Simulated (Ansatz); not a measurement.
Start from `[SH][Ga]([Cl])[Cl]` and change one atom or group to get `[F][Ga]([Cl])[Cl]`.

Ansatz, PBE0-D4/def2-TZVP geometries, multiplicity 1. Each molecule was computed in one conformer, which needn't be the lowest.

Scalar relativity is left out up to krypton.

| property | `[SH][Ga]([Cl])[Cl]` |
| --- | --- |
| HOMO–LUMO gap (B3LYP/def2-TZVPP) / eV | 6.21 |
| LUMO energy (B3LYP/def2-TZVPP) / eV | -1.88 |
| HOMO energy (PBE0/def2-TZVPP) / eV | -8.36 |
| size of the dipole moment (ωB97M-V/def2-TZVPP) / D | 1.38 |
| HOMO energy (PBE/def2-TZVPP) / eV | -7.11 |
| size of the dipole moment (PBE/def2-TZVPP) / D | 1.40 |

What does the change do to each property? (Estimate.)

Ansatz gave: 
```
                                          property  `[F][Ga]([Cl])[Cl]`  shift
             HOMO–LUMO gap (B3LYP/def2-TZVPP) / eV                 7.07   0.86
               LUMO energy (B3LYP/def2-TZVPP) / eV                -2.37  -0.49
                HOMO energy (PBE0/def2-TZVPP) / eV                -9.73  -1.37
size of the dipole moment (ωB97M-V/def2-TZVPP) / D                 0.85  -0.53
                 HOMO energy (PBE/def2-TZVPP) / eV                -8.27  -1.16
    size of the dipole moment (PBE/def2-TZVPP) / D                 0.81  -0.59
```

With PBE0 the HOMO falls by 1.37 eV and the LUMO falls by 0.44 eV, so the gap widens by about 0.93 eV. PBE moves the HOMO by -1.16 eV and ωB97M-V by -1.47 eV. The zero-point energy changes by -19.8 kJ/mol with -3 modes. Dipoles are sizes alone; their direction can turn.

B3LYP here is the variant with VWN-RPA as its local correlation; programs differ in this.
